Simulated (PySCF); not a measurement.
Si(H)(Me)2(Cl) (C2H7ClSi), SMILES C[SiH](C)Cl.

The structure is a stationary point at PBE-D3(BJ)/def2-SVP.

Method: PBE-D3(BJ)/def2-SVP in PySCF 2.14.0.

Frequencies are harmonic and unscaled.

Computed harmonic wavenumbers and intensities:
| mode | ν (cm⁻¹) | IR (km/mol) | moving atoms (share of kinetic energy) |
|---|---|---|---|
| 1 | 154 | 0.0 | H 98 % |
| 2 | 165 | 0.1 | H 95 % |
| 3 | 184 | 3.0 | C 35 %, Cl 25 %, H 24 %, Si 16 % |
| 4 | 187 | 0.1 | C 42 %, H 38 %, Cl 13 % |
| 5 | 233 | 2.7 | Si 37 %, H 32 %, C 23 %, Cl 8 % |
| 6 | 496 | 43.8 | Cl 45 %, Si 36 %, C 10 %, H 9 % |
| 7 | 600 | 7.7 | H 94 % |
| 8 | 650 | 13.2 | C 46 %, H 33 %, Si 19 % |
| 9 | 679 | 0.9 | H 59 %, C 32 %, Si 9 % |
| 10 | 703 | 23.1 | H 78 %, C 13 %, Si 8 % |
| 11 | 758 | 42.0 | H 43 %, C 30 %, Si 27 % |
| 12 | 832 | 64.3 | H 65 %, C 24 %, Si 11 % |
| 13 | 870 | 170.4 | H 74 %, C 14 %, Si 12 % |
| 14 | 878 | 122.2 | H 79 %, C 11 %, Si 10 % |
| 15 | 1215 | 34.0 | H 77 %, C 23 % |
| 16 | 1220 | 13.8 | H 79 %, C 21 % |
| 17 | 1372 | 1.7 | H 96 % |
| 18 | 1376 | 0.3 | H 96 % |
| 19 | 1380 | 4.3 | H 96 % |
| 20 | 1390 | 7.2 | H 96 % |
| 21 | 2164 | 126.9 | H 97 % |
| 22 | 2975 | 0.9 | H 97 % |
| 23 | 2976 | 2.2 | H 97 % |
| 24 | 3074 | 0.1 | H 91 %, C 9 % |
| 25 | 3075 | 5.5 | H 91 %, C 9 % |
| 26 | 3087 | 2.1 | H 91 %, C 9 % |
| 27 | 3087 | 0.9 | H 91 %, C 9 % |
